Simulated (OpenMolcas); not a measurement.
**What dynamic correlation does to the levels of Mo II**

```
Program             : OpenMolcas
Basis               : ANO-R2 [7s5p4d2f1g]
Scalar Hamiltonian  : X2C, finite nucleus
Active space        : 5 electrons in 6 orbitals (4d 5s)
State averaging     : 2S+1 = 6 even, 6 roots; 2S+1 = 4 even, 64 roots kept (CI in the orbitals of an earlier block); 2S+1 = 2 even, 110 roots kept (CI in the orbitals of an earlier block)
Spin-orbit coupling : RASSI with atomic mean-field integrals over the reference wave functions, term energies averaged over their components
```

Methods on the same reference wave functions:
A. CASSCF
B. SS-CASPT2, IPEA 0.25 Eh, imaginary shift 0.1 Eh (closed shells correlated: 4s 4p)
C. MS-CASPT2, IPEA 0.25 Eh, imaginary shift 0.1 Eh (closed shells correlated: 4s 4p)

Energies in cm-1 above 4d5 6S 5/2, the measured ground level; measured values from NIST Handbook of Basic Atomic Spectroscopic Data.

| Level | A | B | C | Measured |
| --- | --- | --- | --- | --- |
| 4d5 6S 5/2 | 0.0 | 0.0 | 0.0 | 0.0 |
| 4d4 5s 6D 1/2 | 9255 | 11790 | 11850 | 11783 |
| 4d4 5s 6D 3/2 | 9479 | 12040 | 12080 | 12034 |
| 4d4 5s 6D 5/2 | 9834 | 12420 | 12450 | 12417 |
| 4d4 5s 6D 7/2 | 10299 | 12890 | 12910 | 12900 |
| 4d4 5s 6D 9/2 | 10858 | 13440 | 13470 | 13461 |
| 4d4 5s 4D 3/2(1) [55 %] | 20329 | 16880 | 17880 |  |
| 4d4 5s 4D 1/2(1) [54 %] | 20350 | 16920 | 17460 |  |
| 4d5 4G 5/2 | 20490 | 16460 | 16260 | 15199 |
| 4d4 5s 4D 5/2(1) [55 %] | 20578 | 17100 | 18060 |  |
| 4d5 4G 7/2 | 20607 | 16570 | 16370 | 15331 |
| 4d5 4G 9/2 | 20683 | 16660 | 16440 | 15428 |
| 4d5 4G 11/2 | 20693 | 16670 | 16440 | 15447 |
| 4d5 4P 1/2 [53 %] | 21296 | 17680 | 16600 |  |
| 4d4 5s 4D 7/2(1) | 21389 | 18110 | 17580 |  |
| 4d5 4P 3/2 [53 %] | 21818 | 18190 | 16380 |  |
| 4d4 5s 4H 7/2 | 27235 | 27610 | 27570 |  |
| 4d4 5s 4H 9/2 | 27454 | 27860 | 27810 |  |
| 4d4 5s 4H 11/2 | 27755 | 28110 | 28130 |  |
| 4d4 5s 4H 13/2 | 28068 | 28470 | 28480 |  |
| 4d4 5s 4D 1/2(2) | 29251 | 24760 | 24420 |  |
| 4d4 5s 4D 5/2(2) [73 %] | 29552 | 25100 | 25070 |  |
| 4d4 5s 4P 1/2 | 30640 | 27670 | 27940 |  |
| 4d5 2I 11/2 | 30864 | 25280 | 25300 |  |

Deviations, from unrounded energies. A percentage is the sum of absolute deviations over the sum of measured energies, with the sign that they share, or ± where signs differ.

| Against measurement | Levels | A | B | C |
| --- | --- | --- | --- | --- |
| mean absolute deviation (cm-1) | 9 | 3800 | 560 | 480 |
| other terms of the ground configuration (%) | 4 | +34.3 | +8.1 | +6.7 |
| other configurations (%) | 5 | -20.6 | ±0.1 | +0.3 |

C lies closest to measurement on these levels and A furthest from it. The largest miss of C in the table is 4d5 4G 5/2, by +1100 cm-1. The ranking rests on the paired levels alone, and a cruder setting can come out closer through cancelling errors.

Between B and C the level of the table that moves most is 4d5 4P 3/2 [53 %], by 1800 cm-1 (lowest in C, highest in B). Moves below CASPT2's spread within the term are not significant.

The mean deviations of B to C differ by less than CASPT2's widest spread within a term (520 cm-1), so their order carries little weight.

From A to B the spin-free energies of the other terms of 4d5 shown, above 6S, scale by factors of 0.80 to 0.82, as is usual when dynamic correlation screens the repulsion within a d or f shell.

The lowest spin-free term lies below A's lowest term by 0.359 hartree in B, 0.359 hartree in C.

Term energies are means over components that CASPT2 splits; among the terms shown or strongly mixed into the levels shown the widest spread is 520 cm-1 (4d4 5s 4H, C). Terms from blocks run as CI alone lack orbitals of their own. Configurations are named by rounded mean occupations; where the s occupation lies near a half they are strongly mixed, a name can repeat and a true partner stay unpaired. A single d shell beside an s shell can misplace configurations of different d count against each other. Without dynamic correlation excited terms often stand tens of per cent too high (terms of higher spin than the ground term too low), and those without a measured partner can miss by more than the paired ones (holds for A). The CASPT2 spread within a term exceeds the gap to the next term for 4d5 2D and 4d5 2I, so the order of their levels is uncertain (holds for B; C). Blocks of more than 70 roots (2S+1 = 2 even) ran without multistate coupling (holds for C). Computed and measured levels are paired by configuration, term and J; levels that our copy of the source lacks, or whose pairing is in doubt (as where it misses far off the trend of its configuration), stay unpaired and out of the deviations. Only configurations of the active space appear. The table leaves out levels that lie high or whose names do not pair safely across all columns.

A share in square brackets marks a mixed level and gives the weight of the term that names it, the lowest over the columns. A number in round brackets counts repeated terms of one configuration in the order of the reference energies.
